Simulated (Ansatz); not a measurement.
Reaction (ligand exchange at the Al–C bond): `C=[C](C)[AlH][CH3]` + `C[SeH]` → `[CH3][AlH][Se]C` + `C=CC`

Program: Ansatz. Geometries: PBE0-D4/def2-TZVP. ΔE: electronic, gas phase. CCSD(T)/CBS is the MP2 limit (def2-TZVPP, def2-QZVPP) plus CCSD(T) − MP2 in def2-TZVPP, frozen cores. Functionals use def2-TZVPP. B3LYP here is the variant with VWN-RPA as its local correlation; programs differ in this. For Se outer-core shells are correlated without core-valence functions, which leaves a few kJ/mol of doubt a bond. Scalar relativity is left out up to krypton. Each species was taken in one conformer, which may not be the lowest.

| level | ΔE (kJ/mol) | difference from CCSD(T)/CBS |
| --- | --- | --- |
| PBE-D4 | -120.6 | 3.4 |
| r2SCAN-D4 | -124.1 | -0.1 |
| PBE0-D4 | -123.3 | 0.7 |
| B3LYP-D4 | -119.8 | 4.2 |
| ωB97X-V | -118.7 | 5.3 |
| ωB97M-V | -118.6 | 5.4 |
| B2PLYP | -121.2 | 2.8 |
| PBE | -121.0 | 3.0 |
| r2SCAN | -124.4 | -0.4 |
| PBE0 | -123.5 | 0.5 |
| B3LYP | -120.3 | 3.7 |
| HF/def2-TZVPP | -126.6 | -2.6 |
| MP2/def2-TZVPP | -122.6 | 1.4 |
| SCS-MP2/def2-TZVPP | -120.7 | 3.3 |
| CCSD/def2-TZVPP | -120.7 | 3.3 |
| CCSD(T)/def2-TZVPP | -120.1 | 3.9 |
| HF/def2-QZVPP | -125.7 | -1.7 |
| MP2/def2-QZVPP | -124.6 | -0.6 |
| SCS-MP2/def2-QZVPP | -122.5 | 1.5 |
| HF/CBS(def2) | -125.5 | -1.5 |
| MP2/CBS(def2) | -126.5 | -2.5 |
| CCSD/CBS(def2) | -124.6 | -0.6 |
| CCSD(T)/CBS | -124.0 | 0 |

Largest T1 diagnostic among the species: 0.010.

In def2-TZVPP, CCSD(T) changes the Hartree–Fock value by +6.5 kJ/mol (the triples alone add +0.6 kJ/mol) and MP2 by +3.9 kJ/mol.
